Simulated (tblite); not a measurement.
C5H6F2Si.
Cartesian coordinates in Å at the GFN2-xTB level; atoms count from 1:
```
atom  x, y, z in Å
C1    -1.776    2.129   -0.185
C2    -0.986    1.274    0.094
C3    -0.043    0.220    0.393
Si4   -1.004   -1.436    0.679
C5     0.933    0.048   -0.713
F6     0.398   -0.101   -1.944
C7     2.254   -0.024   -0.618
F8     2.867    0.106    0.574
H9    -2.459    2.892   -0.413
H10    0.511    0.478    1.299
H11   -1.931   -1.189    1.780
H12   -1.703   -1.776   -0.556
H13    0.003   -2.440    1.026
H14    2.935   -0.182   -1.438
```

All values are computed: GFN2-xTB (tblite) harmonic vibrations without scaling, gas phase. Errors from tens to a few hundred cm⁻¹ against measured bands are possible. Modes of hydrogen on silicon can be 10 to 20 % off. One conformer, not necessarily the lowest.

Harmonic wavenumbers (cm⁻¹): 30.1, 110.5, 115.2, 117.1, 142.1, 208.0, 296.0, 325.0, 360.0, 461.1, 513.6, 538.8, 553.3, 571.3, 623.1, 663.4, 722.4, 754.7, 762.1, 767.9, 778.6, 884.9, 1036.1, 1098.4, 1106.5, 1169.0, 1239.8, 1273.2, 1727.1, 2279.4, 2284.8, 2299.2, 2316.6, 2950.9, 3108.4, 3399.5.

A = 1959, B = 1215, C = 1030 MHz; mass 132.021 u (most abundant isotopes); point group C1, symmetry number 1.

**Question.** Zero-point energy?

**Answer.** ½Σν̃ = 18794 cm⁻¹ = 53.73 kcal/mol.

**Question.** Give the ideal-gas entropy at 400 K and 1 bar in the rigid-rotor, harmonic-oscillator model (classical rotation).

**Answer.** Translation 42.03, rotation 30.14, vibration 39.40: S = 111.6 cal/(mol K).

**Question.** And Cp and H(400 K) − H(0)?

**Answer.** Cp = 45.11 cal/(mol K), of which vibrations give 37.16 (their classical limit is 36 R = 71.5); H(400 K) − H(0) = 11.21 kcal/mol without the zero-point energy, 8.03 from vibrations.

**Question.** What must be added to the electronic energy to get the Gibbs energy at 400 K and 1 bar?

**Answer.** ZPE + [H(400 K) − H(0)] − T·S = 53.73 + 11.21 − 44.63 = 20.31 kcal/mol.

**Question.** Blend soft modes into free rotors: weight 1/[1 + (100 cm⁻¹/ν̃)⁴] for the oscillator and the rest for a rotor with moment μB/(μ + B), μ = h/(8π²ν), B = 10⁻⁴⁴ kg m². What vibrational entropy results?

**Answer.** 36.41 cal/(mol K) in place of 39.40, which changes −T·S at 400 K by +1.20 kcal/mol.

**Question.** How do the functions run with temperature in this model?

**Answer.** 
```csv
T (K),S (cal/(mol K)),Cp (cal/(mol K)),H − H(0) (kcal/mol),G − H(0) (kcal/mol),ln q(vib)
150,78.6,23.7,2.37,-9.43,3.23
250,93.1,33.6,5.24,-18.03,5.86
298.15,99.4,37.8,6.97,-22.67,7.12
600,131.8,54.7,21.27,-57.84,14.57
900,155.8,63.2,39.06,-101.13,20.98
```

q(vib) and H(0) count from the zero-point level.

Hindered rotation and anharmonicity are outside this model. Other conformers, if any are populated, would add a mixing term that is left out. The structure is chiral; the term R ln 2 for an equal mix with its mirror image is left out.

On Arm Neoverse N1, one thread, on a shared host, this took 0.72 s. This covers the Hessian and the dipole derivatives.
